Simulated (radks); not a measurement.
Species: the silicon ion Si2+. Configuration: [He] 2s1 2p6 3s2 4s1 (not the ground configuration).

Calculated with a radial shooting solver on a logarithmic mesh with Libxc functionals: scalar-relativistic Kohn-Sham, LDA (Slater exchange, Perdew-Wang correlation), spin-unpolarised, spherical densities, finite nucleus; Fermi nuclear charge, rms radius 3.1224 fm.

Energy parts (eV):
part                      energy
total                  -7673.980
kinetic                 7687.048
electron-nucleus      -17899.277
Hartree                 3028.386
exchange-correlation    -490.137

Orbitals (lengths in bohr, moments of r in powers of bohr):
| orbital | occ. | eigenvalue (eV) | <r^2> | <1/r> | <r^4> |
|---|---|---|---|---|---|
| 1s | 2 | -1835.218 | 0.01676 | 13.60 | 0.0007265 |
| 2s | 1 | -185.6901 | 0.3677 | 2.637 | 0.2453 |
| 2p | 6 | -143.3867 | 0.3332 | 2.539 | 0.2391 |
| 3s | 2 | -36.9558 | 3.533 | 0.7902 | 19.57 |
| 4s | 1 | -12.9253 | 19.05 | 0.3305 | 512.7 |

The highest occupied level is 4s at -12.925 eV. The density falls to 0.001 e/bohr^3 at r = 4.69 bohr. Summed over all electrons, <r^2> = 28.52 bohr^2, which gives a Langevin (diamagnetic) susceptibility term of -22.6 x 10^-6 cm^3/mol. The electron density at the nucleus is 1848 e/bohr^3 (large components only).
